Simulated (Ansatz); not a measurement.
Consider the formal exchange of groups at the Al–O bond: `C[O][Al]([O]C)[O]C` + `C#COC=O` → `C[O][AlH][O]C` + `C#COC(=O)OC`.

Isolated molecules relaxed with PBE0-D4/def2-TZVP in Ansatz; ΔE leaves out vibrations. CCSD(T)/CBS is the MP2 limit (def2-TZVPP, def2-QZVPP) plus CCSD(T) − MP2 in def2-TZVPP, frozen cores. This one scheme is used for every species. Functionals use def2-TZVPP. One conformer a species, not always the lowest.

`C[O][Al]([O]C)[O]C`:

Z-matrix (Å, degrees):
```
C
O 1 1.398
H 1 1.095 2 110.0
H 1 1.095 2 110.1 3 118.7
H 1 1.096 2 112.5 3 -120.6
Al 2 1.678 1 134.3 3 120.8
O 6 1.678 2 120.0 1 -180.0
O 6 1.678 2 120.0 1 -0.0
C 7 1.398 6 134.3 2 -0.0
C 8 1.398 6 134.3 2 180.0
H 9 1.095 7 110.1 6 -120.5
H 9 1.096 7 112.5 6 0.1
H 9 1.095 7 110.0 6 120.7
H 10 1.095 8 110.1 6 -120.5
H 10 1.095 8 110.0 6 120.8
H 10 1.096 8 112.5 6 0.1
```

`C#COC=O`:

```xyz
7

C    -0.684    1.786    0.245
C    -0.433    0.715   -0.222
O    -0.200   -0.435   -0.799
C     0.558   -1.359   -0.111
O     1.018   -1.195    0.964
H    -0.901    2.735    0.671
H     0.642   -2.246   -0.748
```

`C[O][AlH][O]C`:

Cartesian coordinates in Å:
```
C -1.607 0.829 1.029
O -0.885 1.418 -0.006
Al 0.396 1.098 -1.044
O 1.277 -0.331 -1.026
C 1.349 -1.546 -0.348
H -1.499 1.415 1.948
H -1.282 -0.196 1.244
H -2.672 0.798 0.776
H 0.792 2.195 -2.087
H 2.352 -1.687 0.069
H 1.152 -2.377 -1.035
H 0.629 -1.615 0.478
```

`C#COC(=O)OC`:

Cartesian coordinates in Å:
```
C 1.065 -3.189 -0.436
C 0.609 -2.208 0.071
O 0.097 -1.189 0.706
C -0.002 -0.008 0.013
O 0.341 0.158 -1.113
O -0.539 0.859 0.845
C -0.724 2.165 0.296
H 1.474 -4.052 -0.901
H -1.172 2.753 1.092
H 0.235 2.589 -0.003
H -1.386 2.122 -0.569
```

```tsv
level	ΔE (kJ/mol)
BLYP-D4	115.3
BLYP	116.8
r2SCANh	108.2
CAM-B3LYP	110.3
```

Q: What does CCSD(T)/CBS give? (Best estimate.)

A: Ansatz gave: +118.5 kJ/mol. The listed levels differ from it by -3.2, -1.7, -10.3, -8.2 kJ/mol.

Largest T1 diagnostic among the species: 0.016.

Leaving LDA and LC-ωPBE aside and taking each functional with its dispersion term where it has one, the values, not all of them listed here, spread over 20.8 kJ/mol, from B97M-V to B2PLYP. LDA lies −17.6 kJ/mol from PBE without D4. In def2-TZVPP, CCSD(T) changes the Hartree–Fock value by +4.3 kJ/mol (the triples alone add −1.8 kJ/mol) and MP2 by +8.9 kJ/mol. From BLYP to BHLYP (50 % exact exchange), in def2-TZVPP and without D4, ΔE moves by −3.1 kJ/mol.
